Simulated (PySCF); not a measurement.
Numbering as in the mapped SMILES `[CH:1]#[C:2]/[CH:3]=[CH:4]/[CH2:5][O:6][CH3:7]` (H(Xn): hydrogen on atom n).

Geometry: GFN2-xTB; GIAO absolute shieldings from PySCF 2.14.0 with density-fitted response routines, gas phase, non-relativistic, averaged over equivalent atoms.

At PBE0/MINI (43 basis functions, 14 s wall time (11 s CPU) on 1 thread of an Intel Xeon, shared host):
| atoms | σ (ppm) |
| --- | --- |
| C4 | 101.7 |
| C3 | 128.6 |
| C1 | 148.8 |
| C5 | 156.4 |
| C7 | 164.6 |
| C2 | 166.8 |
| O6 | 397.0 |
| H(C4) | 23.89 |
| H(C3) | 24.41 |
| H(C1) | 26.43 |
| H(C5) | 27.47 |
| H(C7) | 27.87 |

Problem. Estimate the result of repeating the calculation with KT2/6-311+G(2d,p).

Solution. 
```json
{"atoms": "C4", "σ at KT2/6-311+G(2d,p)": "53.3", "change": "-48.4"}
{"atoms": "C3", "σ at KT2/6-311+G(2d,p)": "88.6", "change": "-40.0"}
{"atoms": "C1", "σ at KT2/6-311+G(2d,p)": "115.4", "change": "-33.4"}
{"atoms": "C5", "σ at KT2/6-311+G(2d,p)": "114.0", "change": "-42.4"}
{"atoms": "C7", "σ at KT2/6-311+G(2d,p)": "130.9", "change": "-33.7"}
{"atoms": "C2", "σ at KT2/6-311+G(2d,p)": "109.8", "change": "-57.0"}
{"atoms": "O6", "σ at KT2/6-311+G(2d,p)": "300.4", "change": "-96.6"}
{"atoms": "H(C4)", "σ at KT2/6-311+G(2d,p)": "25.36", "change": "+1.47"}
{"atoms": "H(C3)", "σ at KT2/6-311+G(2d,p)": "25.79", "change": "+1.38"}
{"atoms": "H(C1)", "σ at KT2/6-311+G(2d,p)": "29.35", "change": "+2.92"}
{"atoms": "H(C5)", "σ at KT2/6-311+G(2d,p)": "27.51", "change": "+0.04"}
{"atoms": "H(C7)", "σ at KT2/6-311+G(2d,p)": "28.25", "change": "+0.38"}
```

The largest change is at O6 (ether oxygen). Cost: 237 basis functions, 2.3 min wall time (110 s CPU) on 1 thread of an Intel Xeon, shared host. The order of the carbon signals changes between the two levels.
